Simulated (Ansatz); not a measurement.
Relaxation of Sn₆Te₁₂ with RKS PBE-D4/def2-SVP.

```sh
$ ansatz run in.yaml --threads 2 --pin off --events-out ev --progress --plain --max-ram 31744MiB --backend cuda --devices 0, --max-vram 18GiB
```

```yaml
crystal:
  periodic: [false, false, false]
  atoms:
    - {symbol: Sn, position_ang: [7.835600, -2.110400, 0.012500]}
    - {symbol: Sn, position_ang: [7.321100, 2.408700, -0.015300]}
    - {symbol: Sn, position_ang: [-5.366500, 4.403800, -0.907800]}
    - {symbol: Sn, position_ang: [-8.129000, -0.771800, -0.971200]}
    - {symbol: Sn, position_ang: [4.016700, 6.633000, -0.895800]}
    - {symbol: Sn, position_ang: [-1.169000, 7.572400, -1.000500]}
    - {symbol: Te, position_ang: [-3.944300, 7.031800, -0.857200]}
    - {symbol: Te, position_ang: [-6.275400, 1.503000, -1.074300]}
    - {symbol: Te, position_ang: [-7.258000, -3.386800, -0.909200]}
    - {symbol: Te, position_ang: [6.288600, -4.420100, -0.281800]}
    - {symbol: Te, position_ang: [1.697300, 8.080300, -0.987400]}
    - {symbol: Te, position_ang: [5.869000, 0.000000, 0.000000]}
    - {symbol: Te, position_ang: [9.863100, 3.387300, -0.069000]}
    - {symbol: Te, position_ang: [6.355300, 5.004100, -0.808400]}
    - {symbol: Te, position_ang: [9.526000, -4.412900, -0.100900]}
    - {symbol: Te, position_ang: [6.190500, 8.418700, -1.139900]}
    - {symbol: Te, position_ang: [-8.100000, 4.294600, -0.715100]}
    - {symbol: Te, position_ang: [9.259600, 0.226000, -0.020100]}
basis:
  gaussian: {orbitals: def2-SVP, fitting: {mean_field: def2-universal-jkfit}}
hamiltonian: {xc: pbe, dispersion: d4}
scf: {lower_state_search: "off"}
output: {orbitals: {seedname: orbitals}}
relax: {f_tol: 0.03, max_steps: 70}
```

Run time 4.4 min (2 threads of AMD EPYC 7R13 on a shared host and a share (18 GiB) of an NVIDIA H100 80GB HBM3), peak host memory 1.2 GiB.

Positions (Å) and forces (eV/Å) at steps 1, 2, 3, 4, 5, 6, 7, 8, 9, 10, 11, 12, 13, 14, 15, 16 of 70:

```xyz
18
step=1 energy=-122518.0867 eV
Sn    7.836   -2.110    0.013    0.312   -1.092   -0.017
Sn    7.321    2.409   -0.015   -0.459    0.454   -0.122
Sn   -5.367    4.404   -0.908    0.439   -0.034   -0.018
Sn   -8.129   -0.772   -0.971    0.099   -0.869    0.048
Sn    4.017    6.633   -0.896    1.162    0.481   -0.075
Sn   -1.169    7.572   -1.000   -0.435    0.452   -0.017
Te   -3.944    7.032   -0.857    0.502   -0.094   -0.003
Te   -6.275    1.503   -1.074   -0.578    0.583    0.114
Te   -7.258   -3.387   -0.909   -0.170    1.151   -0.042
Te    6.289   -4.420   -0.282    1.223    0.172    0.082
Te    1.697    8.080   -0.987   -0.758   -0.130    0.000
Te    5.869    0.000    0.000   -1.003    0.411    0.045
Te    9.863    3.387   -0.069   -0.104   -0.119    0.052
Te    6.355    5.004   -0.808    0.182    0.148    0.099
Te    9.526   -4.413   -0.101   -1.292   -0.020   -0.045
Te    6.191    8.419   -1.140   -0.717   -0.846    0.070
Te   -8.100    4.295   -0.715    0.355   -0.855   -0.107
Te    9.260    0.226   -0.020    1.242    0.209   -0.065
18
step=2 energy=-122519.3929 eV
Sn    7.882   -2.127    0.015    0.190    0.857    0.014
Sn    7.264    2.434   -0.036   -0.450   -0.513    0.027
Sn   -5.263    4.369   -0.912    0.390   -0.212   -0.025
Sn   -8.175   -0.784   -0.962   -0.380   -0.202    0.039
Sn    4.082    6.671   -0.899    0.094    0.065    0.020
Sn   -1.249    7.717   -1.011    0.017    0.520   -0.022
Te   -3.892    7.007   -0.854    0.193    0.047    0.020
Te   -6.390    1.555   -1.053   -0.307    0.659    0.081
Te   -7.245   -3.250   -0.916    0.122    0.302   -0.020
Te    6.435   -4.439   -0.275    0.405   -0.342    0.001
Te    1.598    8.014   -0.985   -0.475   -0.390   -0.001
Te    5.732    0.049    0.012   -0.114    0.435    0.039
Te    9.825    3.381   -0.057   -0.027   -0.302    0.034
Te    6.408    5.041   -0.785    0.188    0.129   -0.015
Te    9.379   -4.492   -0.107   -0.409   -0.538   -0.038
Te    6.156    8.347   -1.141   -0.005   -0.002   -0.022
Te   -8.011    4.123   -0.738    0.257   -0.771   -0.088
Te    9.444    0.244   -0.038    0.312    0.257   -0.045
18
step=3 energy=-122520.0144 eV
Sn    7.925   -2.045    0.002   -0.143    0.798   -0.063
Sn    7.193    2.399   -0.030   -0.539   -0.365    0.025
Sn   -5.157    4.324   -0.917    0.167   -0.230    0.007
Sn   -8.275   -0.787   -0.950   -0.330    0.175    0.041
Sn    4.122    6.687   -0.893   -0.187   -0.271    0.073
Sn   -1.291    7.885   -1.019    0.105    0.363    0.006
Te   -3.855    7.017   -0.846    0.149    0.113    0.005
Te   -6.478    1.617   -1.037    0.391   -0.686   -0.092
Te   -7.208   -3.161   -0.921    0.184   -0.003   -0.015
Te    6.536   -4.458   -0.269   -0.450   -0.251   -0.041
Te    1.520    7.884   -0.985   -0.437   -0.304   -0.016
Te    5.658    0.094    0.028   -0.127    0.295    0.078
Te    9.790    3.303   -0.047    0.059   -0.375    0.037
Te    6.465    5.060   -0.787    0.059    0.164   -0.063
Te    9.283   -4.571   -0.110    0.522   -0.542    0.031
Te    6.150    8.357   -1.148    0.309    0.245   -0.047
Te   -7.928    3.948   -0.760   -0.336    0.509    0.050
Te    9.530    0.309   -0.053    0.603    0.364   -0.017
18
step=4 energy=-122520.5320 eV
Sn    7.919   -1.925   -0.053   -0.275    0.288   -0.147
Sn    7.122    2.340   -0.037   -0.442    0.070   -0.053
Sn   -5.077    4.241   -0.910   -0.003   -0.152    0.047
Sn   -8.401   -0.760   -0.929   -0.142    0.033    0.051
Sn    4.132    6.667   -0.876   -0.067   -0.157    0.035
Sn   -1.336    8.075   -1.019    0.035    0.000    0.019
Te   -3.822    7.014   -0.843    0.129    0.101   -0.015
Te   -6.440    1.538   -1.051    0.121   -0.285   -0.071
Te   -7.158   -3.070   -0.928    0.080    0.155   -0.017
Te    6.534   -4.447   -0.266   -0.020   -0.062   -0.016
Te    1.426    7.714   -0.989   -0.281   -0.083   -0.007
Te    5.530    0.136    0.069    0.112    0.059    0.109
Te    9.763    3.224   -0.028   -0.003   -0.261    0.062
Te    6.509    5.076   -0.798   -0.039    0.155   -0.044
Te    9.282   -4.613   -0.096    0.031   -0.080    0.066
Te    6.175    8.369   -1.154    0.116   -0.045   -0.003
Te   -7.884    3.927   -0.770    0.096    0.192   -0.010
Te    9.706    0.357   -0.062    0.551    0.072   -0.007
18
step=5 energy=-122520.8427 eV
Sn    7.867   -1.813   -0.158   -0.134    0.077   -0.179
Sn    7.036    2.348   -0.058   -0.199    0.697   -0.100
Sn   -4.988    4.158   -0.884    0.006   -0.079    0.049
Sn   -8.507   -0.721   -0.895    0.047   -0.024    0.034
Sn    4.101    6.635   -0.864   -0.064   -0.028    0.010
Sn   -1.366    8.121   -1.012    0.002   -0.075    0.000
Te   -3.811    7.012   -0.846    0.009    0.029   -0.008
Te   -6.409    1.476   -1.085   -0.014   -0.223   -0.048
Te   -7.101   -2.950   -0.935   -0.013    0.229   -0.013
Te    6.538   -4.437   -0.274   -0.090    0.027   -0.016
Te    1.342    7.619   -0.990   -0.140   -0.005    0.010
Te    5.487    0.177    0.149    0.173   -0.262    0.121
Te    9.745    3.113    0.015   -0.204   -0.122    0.093
Te    6.510    5.116   -0.828    0.040    0.011   -0.024
Te    9.254   -4.597   -0.058    0.055    0.135    0.100
Te    6.174    8.336   -1.155    0.006   -0.118    0.011
Te   -7.793    3.917   -0.793    0.155    0.132   -0.017
Te    9.900    0.353   -0.070    0.364   -0.402   -0.024
18
step=6 energy=-122521.2057 eV
Sn    7.834   -1.758   -0.281   -0.012   -0.057   -0.230
Sn    6.919    2.458   -0.070   -0.091    0.572    0.001
Sn   -4.913    4.086   -0.858    0.019   -0.037    0.041
Sn   -8.572   -0.686   -0.869    0.142    0.005    0.021
Sn    4.063    6.628   -0.858   -0.032    0.063    0.010
Sn   -1.397    8.129   -1.013   -0.066   -0.078   -0.006
Te   -3.823    7.008   -0.849   -0.062   -0.035   -0.006
Te   -6.391    1.417   -1.113   -0.148   -0.060   -0.004
Te   -7.059   -2.848   -0.942   -0.040    0.209   -0.015
Te    6.528   -4.432   -0.281   -0.007    0.129    0.010
Te    1.274    7.564   -0.985   -0.059    0.025    0.011
Te    5.543    0.174    0.229    0.206   -0.273    0.090
Te    9.688    2.973    0.074   -0.285   -0.383    0.022
Te    6.519    5.192   -0.875    0.089    0.030   -0.054
Te    9.248   -4.556   -0.003   -0.022    0.264    0.103
Te    6.161    8.325   -1.156   -0.081   -0.068    0.007
Te   -7.707    3.934   -0.810    0.225   -0.015   -0.038
Te   10.066    0.255   -0.084    0.224   -0.293    0.037
18
step=7 energy=-122521.5058 eV
Sn    7.833   -1.723   -0.420    0.059   -0.106   -0.234
Sn    6.795    2.570   -0.045    0.054   -0.057    0.081
Sn   -4.861    4.040   -0.838    0.091    0.007    0.042
Sn   -8.593   -0.660   -0.850    0.110    0.061    0.023
Sn    4.037    6.636   -0.849    0.001    0.063    0.022
Sn   -1.427    8.115   -1.016   -0.075   -0.036   -0.011
Te   -3.850    7.002   -0.851   -0.112   -0.089   -0.006
Te   -6.399    1.393   -1.123   -0.130   -0.087   -0.005
Te   -7.036   -2.785   -0.951   -0.007    0.138   -0.019
Te    6.528   -4.401   -0.273   -0.003    0.200    0.008
Te    1.231    7.549   -0.980   -0.040    0.016    0.011
Te    5.619    0.142    0.279    0.167   -0.120    0.055
Te    9.608    2.802    0.090   -0.171   -0.454   -0.044
Te    6.538    5.262   -0.918    0.070    0.173   -0.037
Te    9.248   -4.489    0.053    0.008    0.287    0.103
Te    6.139    8.335   -1.159   -0.087    0.025   -0.035
Te   -7.640    3.950   -0.826    0.141    0.016   -0.035
Te   10.210    0.123   -0.064   -0.075   -0.036    0.079
18
step=8 energy=-122521.7307 eV
Sn    7.828   -1.697   -0.611    0.105   -0.071   -0.213
Sn    6.735    2.598   -0.023    0.025   -0.320    0.058
Sn   -4.786    3.986   -0.812    0.144    0.060    0.054
Sn   -8.601   -0.614   -0.826    0.007    0.113    0.037
Sn    4.012    6.651   -0.832    0.077    0.006    0.019
Sn   -1.477    8.083   -1.023   -0.037   -0.016   -0.012
Te   -3.903    6.978   -0.858   -0.129   -0.119   -0.008
Te   -6.401    1.368   -1.135   -0.135   -0.035   -0.012
Te   -7.010   -2.708   -0.961    0.060    0.046   -0.027
Te    6.526   -4.334   -0.261    0.131    0.186    0.017
Te    1.183    7.540   -0.973   -0.045    0.007    0.011
Te    5.687    0.080    0.323    0.070    0.040    0.047
Te    9.555    2.645    0.077    0.037   -0.350   -0.052
Te    6.559    5.321   -0.909   -0.039    0.165    0.037
Te    9.257   -4.363    0.132   -0.095    0.218    0.084
Te    6.106    8.357   -1.185   -0.065    0.038   -0.056
Te   -7.556    3.979   -0.847    0.130   -0.033   -0.042
Te   10.266   -0.006   -0.018   -0.240    0.066    0.058
18
step=9 energy=-122521.9236 eV
Sn    7.820   -1.668   -0.803    0.070    0.046   -0.255
Sn    6.726    2.560   -0.016   -0.053   -0.221    0.005
Sn   -4.694    3.938   -0.778    0.152    0.094    0.073
Sn   -8.611   -0.565   -0.797   -0.057    0.104    0.052
Sn    3.993    6.659   -0.815    0.096   -0.013    0.008
Sn   -1.529    8.046   -1.032    0.019   -0.028   -0.007
Te   -3.962    6.943   -0.869   -0.128   -0.117   -0.016
Te   -6.406    1.353   -1.150   -0.104   -0.053   -0.040
Te   -6.980   -2.628   -0.973    0.083    0.021   -0.032
Te    6.537   -4.253   -0.247    0.199    0.076    0.066
Te    1.139    7.529   -0.965   -0.061    0.008    0.009
Te    5.723    0.023    0.358    0.037    0.080    0.050
Te    9.547    2.528    0.055    0.129   -0.118   -0.026
Te    6.555    5.350   -0.853   -0.092    0.029    0.081
Te    9.260   -4.226    0.215   -0.169    0.133    0.064
Te    6.072    8.370   -1.223   -0.060    0.015   -0.043
Te   -7.460    4.005   -0.873    0.131   -0.015   -0.038
Te   10.249   -0.102    0.024   -0.192   -0.043    0.049
18
step=10 energy=-122522.0990 eV
Sn    7.805   -1.639   -0.996    0.013    0.124   -0.277
Sn    6.735    2.512   -0.020   -0.059   -0.047   -0.035
Sn   -4.606    3.908   -0.730    0.135    0.096    0.092
Sn   -8.629   -0.525   -0.762   -0.061    0.061    0.064
Sn    3.978    6.656   -0.804    0.071    0.001   -0.002
Sn   -1.568    8.004   -1.038    0.042   -0.038   -0.001
Te   -4.016    6.911   -0.885   -0.112   -0.098   -0.027
Te   -6.418    1.340   -1.176   -0.078   -0.084   -0.068
Te   -6.949   -2.558   -0.989    0.066    0.064   -0.033
Te    6.556   -4.189   -0.221    0.167    0.009    0.130
Te    1.107    7.525   -0.957   -0.065    0.004    0.007
Te    5.754   -0.016    0.389    0.045    0.018    0.025
Te    9.569    2.462    0.042    0.099    0.043    0.020
Te    6.531    5.352   -0.793   -0.073   -0.115    0.082
Te    9.256   -4.106    0.286   -0.152    0.130    0.032
Te    6.044    8.368   -1.253   -0.072    0.019   -0.023
Te   -7.367    4.028   -0.899    0.142    0.002   -0.031
Te   10.198   -0.170    0.065   -0.108   -0.189    0.046
18
step=11 energy=-122522.2654 eV
Sn    7.783   -1.606   -1.183    0.002    0.078   -0.111
Sn    6.743    2.476   -0.034    0.018    0.071   -0.062
Sn   -4.530    3.892   -0.668    0.101    0.080    0.103
Sn   -8.654   -0.493   -0.720   -0.042    0.036    0.072
Sn    3.968    6.649   -0.798    0.017    0.018   -0.005
Sn   -1.592    7.964   -1.038    0.027   -0.046    0.006
Te   -4.060    6.884   -0.907   -0.086   -0.083   -0.038
Te   -6.433    1.318   -1.214   -0.058   -0.108   -0.084
Te   -6.918   -2.487   -1.009    0.046    0.114   -0.036
Te    6.578   -4.136   -0.172    0.094    0.089    0.121
Te    1.085    7.522   -0.950   -0.051   -0.004    0.006
Te    5.781   -0.044    0.402    0.074   -0.076   -0.040
Te    9.596    2.416    0.054    0.005    0.097    0.083
Te    6.501    5.333   -0.752   -0.024   -0.206    0.067
Te    9.253   -3.991    0.335   -0.062    0.214   -0.007
Te    6.019    8.361   -1.271   -0.075    0.036   -0.013
Te   -7.282    4.039   -0.923    0.156    0.012   -0.025
Te   10.142   -0.234    0.108   -0.141   -0.320   -0.037
18
step=12 energy=-122522.4906 eV
Sn    7.748   -1.565   -1.371   -0.038    0.005    0.057
Sn    6.767    2.437   -0.071    0.140    0.186   -0.050
Sn   -4.443    3.880   -0.575    0.030    0.045    0.098
Sn   -8.690   -0.450   -0.656    0.017    0.037    0.068
Sn    3.956    6.636   -0.795   -0.056    0.027   -0.006
Sn   -1.615    7.911   -1.030   -0.007   -0.046    0.019
Te   -4.108    6.846   -0.943   -0.049   -0.083   -0.056
Te   -6.443    1.278   -1.276   -0.048   -0.149   -0.076
Te   -6.874   -2.377   -1.042    0.025    0.166   -0.040
Te    6.610   -4.044   -0.085   -0.035    0.217    0.031
Te    1.063    7.512   -0.941   -0.035   -0.019    0.002
Te    5.806   -0.070    0.379    0.030   -0.181   -0.080
Te    9.623    2.354    0.110   -0.108    0.122    0.155
Te    6.460    5.284   -0.719    0.040   -0.223    0.019
Te    9.265   -3.814    0.374    0.157    0.251    0.047
Te    5.985    8.350   -1.281   -0.064    0.032    0.006
Te   -7.176    4.037   -0.953    0.176    0.044   -0.012
Te   10.047   -0.342    0.133   -0.176   -0.431   -0.183
18
step=13 energy=-122522.7559 eV
Sn    7.694   -1.538   -1.500   -0.197    0.021    0.002
Sn    6.801    2.417   -0.089    0.245    0.175   -0.031
Sn   -4.375    3.868   -0.481   -0.001    0.009    0.089
Sn   -8.716   -0.407   -0.591    0.084    0.035    0.046
Sn    3.942    6.618   -0.794   -0.113    0.001    0.003
Sn   -1.635    7.868   -1.011   -0.030   -0.037    0.033
Te   -4.142    6.800   -0.992   -0.027   -0.085   -0.078
Te   -6.449    1.237   -1.336   -0.043   -0.197   -0.059
Te   -6.831   -2.263   -1.082   -0.004    0.209   -0.035
Te    6.648   -3.933    0.002   -0.048    0.283   -0.026
Te    1.042    7.495   -0.935   -0.039   -0.022   -0.004
Te    5.804   -0.089    0.332   -0.006   -0.219   -0.083
Te    9.636    2.285    0.205   -0.210    0.119    0.190
Te    6.430    5.226   -0.718    0.089   -0.140   -0.008
Te    9.303   -3.627    0.417    0.269    0.141    0.174
Te    5.952    8.340   -1.273   -0.030    0.005    0.013
Te   -7.079    4.034   -0.977    0.162    0.088    0.008
Te    9.956   -0.469    0.084   -0.101   -0.383   -0.234
18
step=14 energy=-122523.0638 eV
Sn    7.598   -1.510   -1.619   -0.392    0.123   -0.077
Sn    6.846    2.408   -0.101    0.169    0.086   -0.001
Sn   -4.321    3.849   -0.395    0.024   -0.011    0.087
Sn   -8.726   -0.358   -0.533    0.035    0.059    0.041
Sn    3.919    6.591   -0.791   -0.063   -0.079    0.013
Sn   -1.662    7.835   -0.985   -0.015   -0.020    0.041
Te   -4.169    6.740   -1.060   -0.034   -0.102   -0.096
Te   -6.451    1.186   -1.388   -0.017   -0.154   -0.058
Te   -6.792   -2.145   -1.122    0.032    0.183   -0.034
Te    6.692   -3.791    0.064    0.179    0.257   -0.019
Te    1.014    7.475   -0.935   -0.087   -0.011   -0.008
Te    5.792   -0.118    0.290    0.042   -0.186   -0.116
Te    9.611    2.236    0.338   -0.182   -0.107    0.119
Te    6.434    5.183   -0.724    0.040    0.007   -0.032
Te    9.373   -3.491    0.507    0.030   -0.009    0.229
Te    5.919    8.322   -1.261    0.006   -0.042    0.020
Te   -6.987    4.048   -0.988    0.127    0.074    0.024
Te    9.891   -0.599   -0.040    0.107   -0.067   -0.134
18
step=15 energy=-122523.3259 eV
Sn    7.448   -1.422   -1.713   -0.042    0.175   -0.185
Sn    6.873    2.415   -0.103   -0.067   -0.007   -0.065
Sn   -4.275    3.826   -0.316    0.076    0.009    0.081
Sn   -8.733   -0.307   -0.492    0.017    0.066    0.019
Sn    3.894    6.540   -0.786   -0.038   -0.104    0.022
Sn   -1.694    7.817   -0.954    0.001   -0.004    0.030
Te   -4.191    6.670   -1.140   -0.059   -0.146   -0.080
Te   -6.447    1.141   -1.437   -0.005   -0.088   -0.065
Te   -6.752   -2.031   -1.152    0.039    0.109   -0.015
Te    6.773   -3.651    0.090   -0.057    0.045   -0.009
Te    0.972    7.460   -0.939   -0.142    0.008   -0.008
Te    5.782   -0.148    0.253   -0.044   -0.056    0.082
Te    9.559    2.143    0.433    0.070   -0.194    0.081
Te    6.451    5.171   -0.744    0.045    0.129   -0.014
Te    9.418   -3.414    0.636    0.102   -0.052    0.270
Te    5.897    8.286   -1.242    0.015   -0.101    0.012
Te   -6.905    4.068   -0.979    0.084    0.093    0.030
Te    9.911   -0.702   -0.157    0.004    0.119   -0.188
18
step=16 energy=-122523.4979 eV
Sn    7.352   -1.285   -1.812   -0.008   -0.010    0.011
Sn    6.873    2.406   -0.158   -0.078   -0.103    0.047
Sn   -4.195    3.795   -0.213    0.086    0.048    0.034
Sn   -8.725   -0.237   -0.470    0.019    0.064    0.002
Sn    3.853    6.453   -0.770    0.128   -0.154    0.005
Sn   -1.760    7.801   -0.926    0.096   -0.021   -0.043
Te   -4.230    6.557   -1.241   -0.098   -0.182    0.025
Te   -6.437    1.122   -1.505    0.024    0.047   -0.020
Te   -6.707   -1.923   -1.171    0.021    0.002   -0.007
Te    6.807   -3.541    0.077    0.169    0.049    0.023
Te    0.891    7.445   -0.944   -0.222    0.050    0.024
Te    5.779   -0.187    0.304    0.069    0.014    0.009
Te    9.530    2.031    0.504    0.069   -0.248   -0.115
Te    6.500    5.197   -0.740   -0.051    0.083   -0.030
Te    9.443   -3.344    0.820   -0.261    0.167   -0.106
Te    5.866    8.210   -1.228   -0.033   -0.013    0.017
Te   -6.794    4.123   -0.950    0.050    0.064   -0.017
Te    9.934   -0.761   -0.319    0.017    0.143    0.141
```

In the def2 sets Sn, Te take a core potential; there is no spin–orbit coupling. Single mean-field runs in def2-SVP are fitted with def2-universal-jkfit. The restricted singlet is unstable towards broken spin symmetry in Hartree–Fock (as tested in another run); at PBE-D4/def2-SVP this wasn't settled. Another isomer (singlet) lies 1.79 eV lower at PBE0-D4/def2-SVP; other spin states weren't run for this one.
